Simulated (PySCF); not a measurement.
H10O3Si4.
Z-matrix (Å and degrees, PBE0-D3(BJ)/def2-SVP geometry), rows numbered from 1:
```
Si
O   1  1.6605
Si  2  1.6452  1  143.70
O   3  1.6443  2  109.41  1   -70.48
Si  4  1.6602  3  144.68  2    46.30
O   3  1.6447  2  109.42  1    49.26
Si  6  1.6608  3  143.60  2   -71.63
H   1  1.4888  2  108.51  3   162.20
H   1  1.4957  2  109.82  3    42.47
H   1  1.4923  2  110.26  3   -77.51
H   3  1.4700  2  109.50  1   169.26
H   5  1.4888  4  108.52  3   163.20
H   5  1.4925  4  110.19  3   -76.54
H   5  1.4954  4  109.82  3    43.55
H   7  1.4957  6  109.82  3    41.26
H   7  1.4887  6  108.59  3   160.98
H   7  1.4923  6  110.20  3   -78.79
```

Method: TDDFT B3LYP/def2-SVPD, vertical, gas phase, core orbitals frozen in the response (PySCF).

Problem. Predict the UV-vis stick spectrum at this level.

Solution. 

```json
{"state": "S1", "E (eV)": "7.00", "E (kJ/mol)": "675", "λ (nm)": "177.2", "f": "0.0001", "main configurations (H = HOMO, L = LUMO)": "H→L (96%)"}
{"state": "S2", "E (eV)": "7.26", "E (kJ/mol)": "700", "λ (nm)": "170.9", "f": "0.0013", "main configurations (H = HOMO, L = LUMO)": "H-2/H-1→L (≥91%)"}
{"state": "S3", "E (eV)": "7.26", "E (kJ/mol)": "700", "λ (nm)": "170.8", "f": "0.0015", "main configurations (H = HOMO, L = LUMO)": "H-2/H-1→L (≥91%)"}
{"state": "S4", "E (eV)": "7.55", "E (kJ/mol)": "729", "λ (nm)": "164.2", "f": "0.0041", "main configurations (H = HOMO, L = LUMO)": "H-3→L (47%), H→L+1/L+2 (≥36%)"}
{"state": "S5", "E (eV)": "7.56", "E (kJ/mol)": "729", "λ (nm)": "164.1", "f": "0.0042", "main configurations (H = HOMO, L = LUMO)": "H-4→L (46%), H→L+1/L+2 (≥36%)"}
```

The lowest singlet comes at 177 nm (675 kJ/mol) in the vacuum ultraviolet; it is dark (f under 0.0005); its leading configuration is HOMO→LUMO (96%). The most intense listed level is S4/S5 at 7.55 eV (164 nm, f = 0.0083 summed), 0.55 eV above S1. It is the last of those listed, so stronger ones may follow. S2/S3 and S4/S5 lie within about 0.01 eV of each other in each set. Löwdin shares by element: HOMO oxygen 54%, silicon 7% or more (atoms not listed hold the other 40%); LUMO silicon 47% (atoms not listed hold the other 53%). The listed states span 0.56 eV, and the widest gap between neighbours is 0.29 eV (S3 to S4). Orbital energies (eV): HOMO-3 -9.20, HOMO-2 -8.75, HOMO-1 -8.75, HOMO -8.50, LUMO -0.54, LUMO+1 0.13, LUMO+2 0.13. Weighted by f, the mean energy of these states is 7.47 eV. No computed singlet lies in the visible range (380 to 750 nm); the lowest, at 177 nm, stands 3.74 eV above its violet end (3.26 eV). Orbitals of the list HOMO-3 to LUMO+2 that lie within 0.01 eV of each other are written together with a slash and their weights summed (≥ marks a lower bound); for degenerate orbitals outside that list single weights are arbitrary. The window holds the lowest 6 singlets. The highest level found (7.69 eV, f 0.016 so far) is left out, since the window may have cut off a degenerate partner.

The run took 62 s of wall time on Arm Neoverse V1, one thread, on a shared host, and the process peaked at 1.0 GiB of memory.

One conformer stands for the species.
